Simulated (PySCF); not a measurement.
# How methods differ on the interval between two levels of Mn³⁺

Mn³⁺ [Ar] 3d4 [5D4, M_J = 4] → Mn³⁺ [Ar] 3d3 4s1 [5F5, M_J = 5], as a difference of total energies. All numbers are calculated (PySCF 2.14, the two-component X2C-1e Hamiltonian, in x2c-TZVPall-2c (6s7p4d1f, 54 functions)). Correlated levels: [Ne] frozen. "Screened" scales the spin-orbit matrix elements by Boettger's factors to mimic the two-electron term; Breit and QED terms are absent.

```tsv
method	interval between two levels (cm⁻¹)
GHF (spin-free)	114060
GMP2 (spin-free)	115340
GHF (screened spin-orbit)	114310
GMP2 (screened spin-orbit)	115600
```

The labels give the starting determinants; with spin-orbit coupling the two ends relaxed to ⟨J²⟩ = 20.00, ⟨L²⟩ = 6.01, ⟨S²⟩ = 6.00 and ⟨J²⟩ = 30.00, ⟨L²⟩ = 12.01, ⟨S²⟩ = 6.00.
